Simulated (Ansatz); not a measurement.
One change: `C#[C][GeH]([CH3])[F]` becomes `B[NH][GeH]([CH3])[F]`.

Ansatz, PBE0-D4/def2-TZVP geometries, multiplicity 1. Each molecule was computed in one conformer, which needn't be the lowest.

Scalar relativity is left out up to krypton.

| property | `C#[C][GeH]([CH3])[F]` |
| --- | --- |
| size of the dipole moment (PBE/def2-TZVPP) / D | 2.40 |
| LUMO energy (B3LYP/def2-TZVPP) / eV | -0.68 |
| LUMO energy (ωB97M-V/def2-TZVPP) / eV | 1.55 |
| HOMO–LUMO gap (ωB97M-V/def2-TZVPP) / eV | 12.14 |
| LUMO energy (PBE/def2-TZVPP) / eV | -1.39 |
| size of the dipole moment (ωB97M-V/def2-TZVPP) / D | 2.51 |

Q: What does the change do to each property? (Estimate.)

A: The calculation gave: 
```csv
property,`B[NH][GeH]([CH3])[F]`,shift
size of the dipole moment (PBE/def2-TZVPP) / D,2.78,0.38
LUMO energy (B3LYP/def2-TZVPP) / eV,-0.40,0.28
LUMO energy (ωB97M-V/def2-TZVPP) / eV,1.69,0.14
HOMO–LUMO gap (ωB97M-V/def2-TZVPP) / eV,12.70,0.56
LUMO energy (PBE/def2-TZVPP) / eV,-1.14,0.25
size of the dipole moment (ωB97M-V/def2-TZVPP) / D,2.79,0.28
```

With PBE0 the HOMO falls by 0.37 eV and the LUMO rises by 0.30 eV, so the gap widens by about 0.67 eV. PBE moves the HOMO by -0.23 eV and ωB97M-V by -0.41 eV. The zero-point energy changes by 51.4 kJ/mol with +6 modes. Dipoles are sizes alone; their direction can turn.

B3LYP here is the variant with VWN-RPA as its local correlation; programs differ in this.
